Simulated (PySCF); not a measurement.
A structure optimised at r2SCAN-D4/def2-SVP, used in a PySCF frequency run:

```xyz
5

Se     0.4464    -0.9476     0.0000
Br    -0.1179     1.3900     0.0000
N     -1.1032    -1.8388     0.0000
H     -1.6637    -1.7791     0.8484
H     -1.6637    -1.7791    -0.8484
```

**Question.** Write its SMILES, formula and point group.

**Answer.** N[Se]Br, BrH2NSe, Cs

**Question.** What are its rotational constants (standard atomic weights)?

**Answer.** 12.634, 1.7995, 1.5895 GHz
